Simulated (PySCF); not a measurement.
SiF2, SMILES F[Si]F (connectivity only; charge and spin as stated), neutral, multiplicity 1.

The structure is a stationary point at r2SCAN-D4/def2-TZVP. The isomer is the one that the SMILES or the coordinates give; other isomers of the formula were not compared.

The numbers are results of TDDFT-B3LYP/def2-TZVPD in PySCF, not measurements.

Vertical excitations. Gas-phase values at a fixed geometry. State labels are in the subgroup C2v.

Computed excitation energies, oscillator strengths and character:
| state | symmetry | energy (eV) | λ (nm) | f | main pairs |
|---|---|---|---|---|---|
| S1 | B1 | 5.50 | 226 | 0.178 | HOMO→LUMO 100 % |
| S2 | B2 | 7.53 | 165 | 0.296 | HOMO→LUMO+1 95 % |
| S3 | A1 | 7.71 | 161 | 0.196 | HOMO→LUMO+2 97 % |
| S4 | A2 | 7.89 | 157 | 0.000 | HOMO−1→LUMO 100 % |
| S5 | A1 | 8.34 | 149 | 0.149 | HOMO→LUMO+3 98 % |
| S6 | B2 | 8.92 | 139 | 0.086 | HOMO−2→LUMO 90 % |
| S7 | B1 | 9.23 | 134 | 0.023 | HOMO−4→LUMO 98 % |
| S8 | A1 | 9.49 | 131 | 0.030 | HOMO→LUMO+4 95 % |
| S9 | A1 | 9.63 | 129 | 0.014 | HOMO−3→LUMO 84 % |
| S10 | B2 | 9.67 | 128 | 0.009 | HOMO→LUMO+5 96 % |
| T1 | B1 | 3.20 | 387 | 0 | HOMO→LUMO 98 % |
| T2 | B2 | 5.84 | 212 | 0 | HOMO→LUMO+1 95 % |
| T3 | A1 | 6.62 | 187 | 0 | HOMO→LUMO+2 87 % |
| T4 | A2 | 7.74 | 160 | 0 | HOMO−1→LUMO 99 % |
Triplets are in the Tamm–Dancoff approximation, which puts them higher than full response would, so one can lie above its singlet here.
